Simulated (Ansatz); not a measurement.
Stepwise reaction of `F[Si]F` with methanol, as a gas-phase model of exchange steps in deposition or etching. ΔE in kJ/mol; ΔG adds harmonic PBE0-D4 terms to CCSD(T)/CBS, at 1 bar.

Gas-phase electronic energies from Ansatz, PBE0-D4/def2-TZVP geometries. CBS: MP2 limit from def2 TZ/QZ plus the TZ coupled-cluster correction, frozen cores. This one scheme is used for every species. DFT in def2-TZVPP. B3LYP here is the variant with VWN-RPA as its local correlation; programs differ in this. One conformer a species, not always the lowest.

| step | reaction | PBE-D4 | B3LYP-D4 | ωB97M-V | CCSD(T)/CBS | ΔG(500 K) |
| --- | --- | --- | --- | --- | --- | --- |
| 1 | `F[Si]F` + CH₃OH → `CO[Si]F` + H–F | 26.5 | 27.4 | 31.0 | 26.6 | 31.0 |
| 2 | `CO[Si]F` + CH₃OH → `CO[Si]OC` + H–F | 49.0 | 49.7 | 54.8 | 49.1 | 55.7 |

Question: By hand: ΔE of the 2 steps together at CCSD(T)/CBS.

Answer: (26.6) + (49.1) = 75.7 kJ/mol, or 37.9 kJ/mol a step.

In ΔE each step is higher than the one before. All are uphill at CCSD(T)/CBS. ΔG lies between 31.0 and 55.7 kJ/mol a step. PBE-D4 differs from CCSD(T)/CBS by -0.1 to -0.1 kJ/mol a step. Isolated molecules leave out the surface, adducts and barriers. Largest T1 diagnostic: 0.015.
